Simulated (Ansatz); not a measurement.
Consider the formal exchange of groups at a B–N bond: `B[N](C)[GeH3]` + `B1BO1` → `BB1BO1` + `C[NH][GeH3]`.

Isolated molecules relaxed with PBE0-D4/def2-TZVP in Ansatz; ΔE leaves out vibrations. CCSD(T)/CBS is the MP2 limit (def2-TZVPP, def2-QZVPP) plus CCSD(T) − MP2 in def2-TZVPP, frozen cores. This one scheme is used for every species. For Ge outer-core shells are correlated without core-valence functions, which leaves a few kJ/mol of doubt a bond. Scalar relativity is left out up to krypton.

| species | CCSD(T)/CBS(def2) energy (Eh) |
| --- | --- |
| `B[N](C)[GeH3]` | -2198.49616 |
| `B1BO1` | -125.96505 |
| `BB1BO1` | -151.33700 |
| `C[NH][GeH3]` | -2173.06430 |

Task: Work out ΔE.

Result: ΔE = (-151.33700) + (-2173.06430) − (-2198.49616) − (-125.96505) = 0.05991 Eh = +1.63 eV.

Task: What do rigid-rotor, harmonic-oscillator terms from PBE0-D4/def2-TZVP frequencies (298.15 K, 1 bar) make of the CCSD(T)/CBS value? (Estimate.)

Result: Computed: ΔZPE = -0.02 eV, ΔH = +1.63 eV, ΔS = 19 J/(mol·K), ΔG = +1.57 eV.

Largest T1 diagnostic among the species: 0.017.

From PBE to PBE0 (25 % exact exchange), in def2-TZVPP and without D4, ΔE moves by +0.06 eV. At CCSD(T), def2-SVP lies +0.12 eV from the extrapolated value and def2-TZVPP +0.03 eV. In def2-TZVPP, CCSD(T) changes the Hartree–Fock value by +0.13 eV (the triples alone add +0.03 eV) and MP2 by +0.21 eV.
